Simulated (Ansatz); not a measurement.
`BN(C)[SiH2][SiH3]` + `BN` → `BN[SiH2][SiH3]` + `BNC` at 298.15 K and 1 bar (ligand exchange at the Si–N bond).

Gas-phase electronic energies from Ansatz, PBE0-D4/def2-TZVP geometries. CBS: MP2 limit from def2 TZ/QZ plus the TZ coupled-cluster correction, frozen cores. This one scheme is used for every species. One conformer a species, not always the lowest.

| species | CCSD(T)/CBS energy (Eh) | H − E (kJ/mol) | S (J/(mol·K)) |
| --- | --- | --- | --- |
| `BN(C)[SiH2][SiH3]` | -701.75815 | 310.8 | 376.3 |
| `BN` | -81.93499 | 137.2 | 228.1 |
| `BN[SiH2][SiH3]` | -662.50812 | 233.5 | 355.4 |
| `BNC` | -121.18426 | 215.2 | 268.0 |

H − E and S are ideal-gas, rigid-rotor, harmonic terms from PBE0-D4/def2-TZVP, for one conformer and one mirror image of each species. 1 Eh = 2625.50 kJ/mol, R = 8.31446 J/(mol·K).

**Question.** By hand: ΔE, ΔH, ΔS and ΔG.

**Answer.** ΔE = (-662.50812) + (-121.18426) − (-701.75815) − (-81.93499) = 0.00076 Eh = 2.0 kJ/mol. Δ(H − E) = 233.5 + 215.2 − 310.8 − 137.2 = 0.7, so ΔH = 2.7 kJ/mol. ΔS = 355.4 + 268.0 − 376.3 − 228.1 = 19.0 J/(mol·K). ΔG = 2.7 − 298.15 × (19.0)/1000 = -3.0 kJ/mol.

**Question.** By hand: the equilibrium constant, and the temperature at which ΔG would vanish if ΔH and ΔS stayed fixed.

**Answer.** log₁₀ K = −ΔG/(RT ln 10) = 0.5. ΔG = 0 at ΔH/ΔS = 142 K, though so small a ΔH makes that figure unsure.

TΔS isn't small against ΔH here. The sign of ΔG lies within the doubt. A doubt of 5 kJ/mol in ΔE shifts log₁₀ K by 0.9 here. Other conformers and mirror images would add mixing entropy, several J/(mol·K) or more a flexible species. Modes under 60 cm⁻¹, often nearly free rotors, make the harmonic entropy too high. These are equilibria of isolated gas molecules and say nothing of rates. Largest T1 diagnostic: 0.013 (customary marks: 0.02 for closed shells, 0.045 for open ones).
